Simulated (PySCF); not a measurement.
Compound: Ni(PH3)4 (singlet state).
Bonds: Ni1–P2, Ni1–P6, Ni1–P10, Ni1–P14. Hydrogens: H3, H4, H5 on P2; H7, H8, H9 on P6; H11, H12, H13 on P10; H15, H16, H17 on P14.

Theory: PySCF 2.14.0, PBE0-D3(BJ)/def2-SVP geometry optimisation, gas phase.

How far are the bound atoms from Ni1?

4 atoms: P10 2.113 Å, P6 2.113 Å, P14 2.114 Å, P2 2.115 Å. The nearest atom not counted as bound is H5, at 3.13 Å (others tie with it).

List the angles at Ni1.

| angle | degrees | distance of the outer atoms (Å) |
| --- | --- | --- |
| P2–Ni1–P14 | 110.0 | 3.46 |
| P10–Ni1–P14 | 109.7 | 3.46 |
| P6–Ni1–P10 | 109.6 | 3.45 |
| P2–Ni1–P10 | 109.4 | 3.45 |
| P2–Ni1–P6 | 109.2 | 3.45 |
| P6–Ni1–P14 | 109.0 | 3.44 |

What is the shape at Ni1?

Tetrahedral: angles from 109.0° to 110.0°; τ4 = (360° − α − β)/141° = 1.00 with α and β the two widest (0 for a square, 1 for a tetrahedron).

What are the other bond lengths?

P2–H3 and 11 like bonds 1.432 Å.

Point group: near Td, missed by 0.19 Å at most; the miss may be what the optimiser left on a soft mode (S4 holds within 0.08 Å). Charge 0, singlet. No PBE0-D3(BJ)/def2-SVP frequencies stand behind this structure, so it isn't proved a minimum.
